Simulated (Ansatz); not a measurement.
Ideal-gas functions of AlFH$_{3}$NS, SMILES `[NH2][Al]([F])[SH]` at 600 K and 1 bar, from an Ansatz frequency run at PBE0-D4/def2-TZVP.

Molar mass 95.08 g/mol, point group Cs (symmetry number 1), electronic degeneracy 1, moments of inertia 80.471, 166.256, 246.727 u Å². Harmonic wavenumbers (cm⁻¹, unscaled): 152, 186, 204, 246, 346, 369, 466, 627, 678, 808, 917, 1564, 2710, 3619, 3710.

Use S(trans) = R[1.5 ln M + 2.5 ln T − 1.1517]; rotational temperatures θ = 24.2544 K / I; S(rot) = R[ln(√π/σ · √(T³/θAθBθC)) + 1.5]; for each mode x = 1.438777 ν̃/T, S = R[x/(eˣ − 1) − ln(1 − e⁻ˣ)] and H = RT x/(eˣ − 1); 1 cm⁻¹ = 0.0119627 kJ/mol; R = 8.31446 J/(mol·K).

Q: By hand: the entropy, in J/(mol·K).

A: Translation 180.2. Rotation: θ = 0.3014, 0.1459, 0.0983 K, giving 119.6. Vibration, mode by mode: 16.75, 15.10, 14.34, 12.82, 10.10, 9.60, 7.81, 5.67, 5.13, 4.00, 3.26, 0.95, 0.09, 0.01, 0.01, in all 105.6. Electronic 0.0. Sum 405.4 J/(mol·K).

Q: By hand: H − E and G − E in kJ/mol, counted from the electronic energy.

A: Zero-point energy ½ × 16602 × 0.0119627 = 99.3; thermal vibration 32.3; translation, rotation and pV give 4 RT = 20.0. H − E = 151.6 kJ/mol, and G − E = 151.6 − 600 × 405.4/1000 = -91.6 kJ/mol.

Vibration gives 26 % of the entropy. The sum counts one conformer and one mirror image; others add a mixing term.
